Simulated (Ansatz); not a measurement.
A run for Ansatz (a first-principles code): R-r2SCAN/def2-TZVPP on CHF (SMILES [CH]F).

Ansatz 0.2 input:
```yaml
crystal:
  periodic: [false, false, false]
  atoms:
    - {symbol: C, position_ang: [-0.57285154, 0.44620150, -0.00000000]}
    - {symbol: F, position_ang: [0.53310604, -0.25626315, -0.00000000]}
    - {symbol: H, position_ang: [-1.36179464, -0.36130867, 0.00000000]}
basis:
  gaussian:
    orbitals: def2-TZVPP
hamiltonian:
  xc: {name: r2SCAN}
accuracy: high
phonons: {}
scf: {lower_state_search: off}
```

The head of its log:

```
WARN ansatz: RAYON_NUM_THREADS=1 ignored (pool sized by the plan → 1); use --threads N
Functional definition: r2SCAN
these checks for a lower state are left out or cut short: stability, starts, cluster_reference, orbital_swaps, neighbouring_geometries, increment
integrals: 0.07 GiB planned
1309 factors; integrals over basis functions are off by at most 2.2e-9 eV
mean field: 0.19 GiB planned
mean field evaluation 1: about -3765.1819 eV, gradient 1.9e1 eV
mean field evaluation 2: about -3765.3963 eV, gradient 1.5e1 eV
```

**Question.** What total energy does the run end on?

**Answer.** -138.3949 hartree.
